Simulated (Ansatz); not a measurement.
C$_{3}$H$_{5}$BO, SMILES `O=C1CBC1`. The species carries charge 0 and has multiplicity 1.

```xyz
10

O     0.6123   -2.0078   -0.6497
C     0.2750   -0.9649   -0.1705
C    -1.0907   -0.2901   -0.0704
B    -0.2490    1.0433   -0.1731
C     1.0739    0.2751    0.2232
H    -1.8873   -0.6070   -0.7423
H    -1.4582   -0.3591    0.9644
H    -0.4977    2.1622   -0.4934
H     2.0632    0.4245   -0.2074
H     1.1586    0.3239    1.3191
```

Q: What are the harmonic wavenumbers in cm⁻¹ at PBE0-D4/def2-TZVP (Ansatz, finite differences of forces, unscaled)? (An estimate is asked.)

A: Computed: 141, 382, 420, 484, 507, 708, 793, 810, 826, 936, 957, 1003, 1092, 1107, 1182, 1197, 1353, 1380, 1866, 2683, 3027, 3038, 3149, 3151.

Q: Is this a minimum?

A: Yes, all 24 modes are real.

Q: Give the ideal-gas thermochemistry at 298.15 K and 1 bar (rigid rotor, harmonic oscillator; point group Cs, symmetry number 1).

A: Zero-point energy 192.6 kJ/mol; H(298) − E = 208.5 kJ/mol; entropy 296.8 J/(mol·K), of which translation 161.5, rotation 103.8, vibration 31.5; G(298) − E = 120.0 kJ/mol.

Q: Rotational constants (cm⁻¹)?

A: 0.345, 0.1798, 0.129.
